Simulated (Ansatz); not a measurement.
Cu₂Br₄, relaxed as a singlet with RKS r2SCAN-D4/def2-SVP in Ansatz, starting from the GFN1-xTB geometry. Force threshold 0.02 eV/Å.

A triplet lies near this restricted singlet, and broken spin symmetry wasn't tried. The relaxation made no stability test and no search for a lower SCF solution. The structure comes from a short search, and lower isomers may exist.

Start:

| atom | x (Å) | y (Å) | z (Å) |
| --- | --- | --- | --- |
| Cu1 | -1.303 | -0.336 | -0.511 |
| Cu2 | 1.266 | 0.463 | 0.493 |
| Br3 | -0.824 | 0.582 | 1.645 |
| Br4 | 0.485 | 0.640 | -1.761 |
| Br5 | 3.381 | 0.328 | 1.275 |
| Br6 | -3.005 | -1.678 | -1.141 |

```
         step   energy (eV)  largest force component (eV/Å)  SCF passes
            1  -369424.6354                           0.380          43
            2  -369424.6662                           0.083          27
            3  -369424.6679                           0.011          27
            4  -369424.6680                           0.006          29
            5  -369424.6684                           0.017          28
            6  -369424.6688                           0.036          31
            7  -369424.6693                           0.053          32
            8  -369424.6700                           0.049          31
            9  -369424.6701                           0.092          37
           10  -369424.6778                           0.028          33
           11  -369424.6924                           0.114          36
           12  -369424.7124                           0.190          33
           13  -369424.7301                           0.245          33
14 (rejected)  -369424.7239                           0.277          32
           15  -369424.7492                           0.075          31
           16  -369424.7531                           0.021          29
           17  -369424.7532                           0.013          27
```

Force components are those of the run's own axes.

End:

```
atom   x (Å)   y (Å)   z (Å)
 Cu1  -1.086  -0.367  -0.663
 Cu2   1.087   0.363   0.663
 Br3  -0.954  -0.104   1.680
 Br4   0.953   0.109  -1.681
 Br5   3.225   0.987   0.963
 Br6  -3.225  -0.988  -0.963
```

By distances, no bond broke or formed. The bond that changes most is Cu1–Br4, from 2.39 to 2.33 Å (atoms count from 1).

The force fell under the threshold at step 3, but the optimiser went on and released 0.085 eV more. No frequencies were taken in this run, so the end may be a saddle point.

Run time 91 s (4 threads of Intel Xeon Platinum 8259CL on a shared host).
